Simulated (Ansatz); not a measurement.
The cluster Ru4⁺, relaxed as a quartet with UKS PBE-D4/def2-SVP in Ansatz, starting from the PBE-D4/def2-SVP geometry of the charge +1 doublet. Force threshold 0.02 eV/Å.

In the def2 sets Ru takes a core potential; there is no spin–orbit coupling. At PBE-D4/def2-SVP a doublet of charge 1 lies 0.08 eV below the quartet, each at its own geometry. The structure comes from a short search, and lower isomers may exist.

Start:

```xyz
4

Ru    0.0212    0.2289    1.4969
Ru   -0.3860   -1.2065   -0.8146
Ru   -1.1318    0.8722   -0.4757
Ru    1.4966    0.1054   -0.2067
```

| step | energy (eV) | largest force component (eV/Å) | SCF passes |
| --- | --- | --- | --- |
| 1 | -10323.4814 | 0.497 | 136 |
| 2 | -10323.5361 | 0.313 | 61 |
| 3 | -10323.5570 | 0.062 | 54 |
| 4 | -10323.5581 | 0.022 | 31 |
| 5 | -10323.5581 | 0.009 | 36 |

Force components are those of the run's own axes.

End:

```xyz
4

Ru   -0.014    0.281    1.476
Ru   -0.322   -1.202   -0.842
Ru   -1.149    0.878   -0.409
Ru    1.485    0.043   -0.225
```

By distances, no bond broke or formed. The bond that changes most is Ru2–Ru4, from 2.37 to 2.28 Å (atoms count from 1).

No frequencies were taken in this run, so the end may be a saddle point.

Hardware: 2 threads of Arm Neoverse V1 on a shared host. Wall time 38 s.
